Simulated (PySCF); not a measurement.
Stepwise substitution at one centre (Al I-SH). Isolated molecules, 0 K electronic values unless said otherwise. One relaxed conformer stands for each flexible species; it need not be the lowest. Strings in code marks are SMILES.

These are PySCF with PBE-D3(BJ)/def2-TZVP // B3LYP-D3(BJ)/def2-TZVP values and carry that method's errors. Excitations are Tamm–Dancoff values on a coarser integration grid. The basis has no diffuse functions, so Rydberg states are missing or too high.

```tsv
species	T1 excitation (TDA) (eV)	S1 excitation (TDA) (eV)	HOMO–LUMO gap (eV)
0 of 3 I replaced by SH (`[I][Al]([I])[I]`)	3.76	?	3.87
1 of 3 I replaced by SH	4.25	4.51	4.38
2 of 3 I replaced by SH (`[SH][Al]([I])[SH]` (H–S–Al–I torsion 0°, I–Al–S–H torsion 0°))	?	?	4.61
3 of 3 I replaced by SH (`[SH][Al]([SH])[SH]`)	4.86	5.06	5.01
```

Task: Fill in the missing entries.

Result: 
- 0 of 3 I replaced by SH (`[I][Al]([I])[I]`), S1 excitation (TDA) (eV): 4.00
- 2 of 3 I replaced by SH (`[SH][Al]([I])[SH]` (H–S–Al–I torsion 0°, I–Al–S–H torsion 0°)), T1 excitation (TDA) (eV): 4.47
- 2 of 3 I replaced by SH (`[SH][Al]([I])[SH]` (H–S–Al–I torsion 0°, I–Al–S–H torsion 0°)), S1 excitation (TDA) (eV): 4.66
